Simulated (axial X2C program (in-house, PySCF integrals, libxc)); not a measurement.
# PBr⁺: from the spin-free to the two-component result

Calculated with an axial X2C code built on PySCF integrals. Spin-free means the one-electron spin-free X2C Hamiltonian; two-component (2c) means X2C with spin–orbit coupling and atomic mean-field two-electron Coulomb and Gaunt terms, so the difference of the two also holds small scalar two-electron terms. Basis: Br dyall-cv3z [8s9p6d4f1g], P dyall-v3z [8s7p2d1f] (cores contracted in-house); Gaussian nuclei, density fitting, unrestricted open shells. Masses: Br 78.918 u, P 30.974 u.

Spin-free state: M_S = 1/2, Λ = 1 (beyond evenly filled blocks: π+α); fragments Br + P+.

| level | Re (Å) | ωe (cm⁻¹) | De (eV) | μ (D) |
| --- | --- | --- | --- | --- |
| HF | 2.052 | 562.7 | 2.290 | 3.65 |
| CCSD | 2.062 | 551.6 | 3.791 | n/a |
| CCSD(T) | 2.072 | 537.5 | 4.039 | n/a |
| PW91 | 2.084 | 515.0 | 4.733 | 2.89 |

Correlated methods: 11 electrons correlated (number of frozen shells: Br 3 s, 2 p, 1 d; P 2 s, 1 p), 183 virtual spin orbitals or spinors in MP2, 90 natural virtuals in coupled cluster.

Dipoles are positive if P is the positive end and refer to the centre of mass.

(1) Within this multiplet, which Ω should lie lowest by the rule for regular and inverted multiplets?

Two-component determinant lowest at the distance of the search:

Ω = 1/2 (⟨Sz⟩ = -0.50, ⟨Lz⟩ = 1.00 at HF); fragments Br + P+.

```csv
level,Re (Å),ωe (cm⁻¹),De (eV),μ (D)
HF,2.053,561.2,2.190,3.58
CCSD,2.063,550.1,3.709,n/a
CCSD(T),2.072,537.3,3.957,n/a
PW91,2.086,512.5,4.690,2.84
```

(2) From the two tables, how do the constants change at the CCSD(T) level (2c against spin-free)?

Occupations by symmetry block were frozen at the best pattern of an incomplete PBE0 search. De is counted from the lowest determinant-based energies of the atoms at the same level, without counterpoise correction. Density functionals use the spin component along the axis (collinear). CCSD and (T) use frozen natural virtuals with an MP2 correction for the truncation; (T) itself is uncorrected, so its De runs slightly low. In 2c an atomic determinant is not the ground J level, so De misses part of the atomic spin–orbit lowering. This holds for CCSD, CCSD(T), PW91. The functionals have no current-density term, which raises determinants with orbital currents, atoms included. Some points did not converge and are left out.

## Answers

(1) The open π shell holds one electron, so the multiplet is regular: Ω = Λ − 1/2 = 1/2. The PBE0 2c search agrees.

(2) At the CCSD(T) level Re doesn't move by more than 0.001 Å and ωe doesn't move by more than 0.2 cm⁻¹; De is not compared, since the atomic limits differ or miss part of their spin–orbit lowering.
